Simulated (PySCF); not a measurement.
Excitations are Tamm–Dancoff values on a coarser integration grid. The basis has no diffuse functions, so Rydberg states are missing or too high.

Z-matrix (Å, degrees):
```
Si
F 1 1.5823
F 1 1.5823 2 106.89
S 1 2.1044 2 104.34 3 119.95
H 4 1.3442 1 92.61 2 173.22
S 1 2.1044 2 113.01 3 -114.21
H 6 1.3442 1 92.61 2 -71.04
```
Charge 0, spin multiplicity 1.

Task: Give the HOMO, dipole moment and T1 excitation (TDA) at the level TPSSh-D3(BJ)/def2-TZVP // PBE0-D3(BJ)/def2-TZVP in PySCF.

Result: 
```yaml
HOMO: -7.44 eV
dipole_moment: 2.04 D
T1 excitation (TDA): 5.67 eV
```
